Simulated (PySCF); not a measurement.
Correlation energy of Cu (copper, neutral)

[Ar] 3d10 4p1, 2P determinant (an excited configuration). All numbers are calculated (PySCF 2.14, the spin-free X2C one-electron Hamiltonian (Gaussian nucleus), in x2c-TZVPPall (6s5p4d2f1g, 64 functions)). Frozen: [Ar]; 11 electrons correlated.

```json
{"level": "CCSD", "correlation energy (mhartree)": "-415.24"}
{"level": "(T)", "correlation energy (mhartree)": "-17.01"}
{"level": "CCSD(T)", "correlation energy (mhartree)": "-432.25"}
```

Diagnostics: T1 = 0.036, D1 = 0.1462, largest double amplitude 0.041.

**Question.** Is a single reference adequate?

**Answer.** Largely. T1 is above 0.03 while the doubles stay small, so the singles mainly relax the orbitals.

The basis was made for the ground configuration and has no added diffuse functions, which can raise the energy of the promoted electron.
